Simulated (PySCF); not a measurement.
F₅Ta, SMILES [F][Ta-]([F])([F])([F])[F] (connectivity only; charge and spin as stated), charge -1, multiplicity 2. Atoms are numbered in the order given.

```xyz
6

Ta    -0.0183     0.0322    -0.0015
F     -0.2924     0.1731     1.9312
F      0.0538     0.3023    -1.9382
F      1.8224    -0.6059    -0.2039
F     -0.9800     1.7288    -0.0311
F     -0.4556    -1.8595     0.2540
```
Charge -1, spin multiplicity 2.

Geometry optimised at PBE-D3(BJ)/def2-SVPD. The multiplicity is an assumed one; other spin states were not compared. The def2 effective core potentials stand for the cores of Ta; spin–orbit coupling is left out.

All values below come from PBE-D3(BJ)/def2-SVPD (PySCF).

Frequencies are harmonic and unscaled.

| mode | ν (cm⁻¹) | IR (km/mol) | moving atoms (share of kinetic energy) |
|---|---|---|---|
| 1 | 10 | 1.8 | F 99 % |
| 2 | 127 | 10.1 | F 94 % |
| 3 | 140 | 3.1 | F 75 %, Ta 25 % |
| 4 | 185 | 0.5 | F 100 % |
| 5 | 207 | 23.8 | F 84 %, Ta 16 % |
| 6 | 241 | 12.4 | F 90 %, Ta 10 % |
| 7 | 281 | 1.5 | F 99 % |
| 8 | 516 | 83.6 | F 92 %, Ta 8 % |
| 9 | 517 | 3.9 | F 100 % |
| 10 | 556 | 260.2 | F 82 %, Ta 18 % |
| 11 | 566 | 242.3 | F 82 %, Ta 18 % |
| 12 | 596 | 1.0 | F 100 % |
